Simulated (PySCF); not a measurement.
NMR data simulated for an unnamed compound:

$^{1}$H NMR (400 MHz, computed): δ 8.55 (s, 1H), 7.70 (d, 1H), 7.41 (d, 1H), 5.99 (m, 1H), 5.48 (m, 1H), 5.18 (m, 1H), 3.32 (d, 2H).

$^{13}$C{$^{1}$H} NMR (computed): δ 161.0 (C), 154.4 (CH), 148.7 (CH), 145.5 (CH), 139.5 (C), 129.9 (CH), 120.1 (CH2), 43.8 (CH2).

How the numbers were obtained: coordinates at the GFN2-xTB level, PBE0/pcSseg-1 with gauge-including orbitals, in PySCF (rapidly exchanging positions averaged, gas phase, one computed conformer, no relativistic terms).

Shifts are taken against calculated references (same method and geometry level): TMS for $^{1}$H, $^{13}$C.

Which of these does the molecule contain: a benzene ring, an NH or NH2 group, a vinyl group CH=CH2, a heteroaromatic ring, a nitrile, a non-aromatic C=C double bond?

## Answers


- A benzene ring: no.
- An NH or NH2 group: no.
- A vinyl group CH=CH2: yes (δC 120.1, 148.7; δH 5.48 (m), 5.18 (m), 5.99 (m)).
- A heteroaromatic ring: yes.
- A nitrile: no.
- A non-aromatic C=C double bond: yes.

The data belong to `C=CCc1ccc(Cl)nc1`, C$_{8}$H$_{8}$ClN; they needn't prove each group on their own.

Carbon signals by region: 1 in the far downfield region (above 160 ppm), 6 in the sp2 and nitrile region (100–160 ppm), 1 below 50 ppm. Above 160 ppm: 161.0, aromatic carbon bearing chlorine.

Carbons that carry Cl, above all several Cl atoms, come out too deshielded, partly because spin–orbit coupling is missing. Shifts are as computed. Against solution values, carbons near 30 ppm lie about +3 ppm off and those near 130 ppm about +5 ppm; carbons on Cl a further +6 ppm. Of 1211 compounds with measured shifts, 218 miss one by over three times the rms of a fit or turn the order of signals round; such compounds aren't used in these exercises. Multiplicities follow the n + 1 count of equivalent neighbours, as no J values were calculated; m marks all less simple cases, F and P coupling included.
